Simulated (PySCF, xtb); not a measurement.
HO₄S, SMILES [O]S(=O)(=O)O, multiplicity 2. Other conformers were not sampled.

Harmonic wavenumbers (cm⁻¹) from xtb 6.7.1 with GFN2-xTB at its own minimum, in rising order: 160, 169, 310, 363, 428, 479, 720, 837, 944, 980, 1036, 3604.

Task: What does TPSSh-D3(BJ)/def2-SVP (PySCF 2.14.0) give at its own minimum? (Estimate from the structure and the level; the computed values follow.)

Result: 230, 282, 376, 399, 417, 507, 819, 835, 1030, 1125, 1271, 3710. Paired by order, the mean absolute difference is 83 cm⁻¹ and the zero-point energies are 14.3 and 15.7 kcal/mol.
